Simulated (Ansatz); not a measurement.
Ansatz (a quantum-chemistry and plane-wave program) input:

Ansatz 0.2 input:
```yaml
crystal:
  periodic: [false, false, false]
  atoms:
    - {symbol: Zr, position_ang: [0.45549064, 0.30104354, -0.20346954]}
    - {symbol: O, position_ang: [-0.63069260, 1.35966071, -1.04649118]}
    - {symbol: Cl, position_ang: [-0.77494616, -1.34817808, 0.97121829]}
basis:
  gaussian:
    orbitals: def2-SVPD
magnetization: {spin_polarized: true, initial_magnetization: 1}
correlation: {method: ccsd_t, electrons: outside_noble_gas}
output: {forces: true}
```

Problem. What final total energy does it print?

Solution. -581.23649 Eh (CCSD(T)/def2-SVPD). The basis has 84 functions.

The spin state was set by rule; other spins were not relaxed.
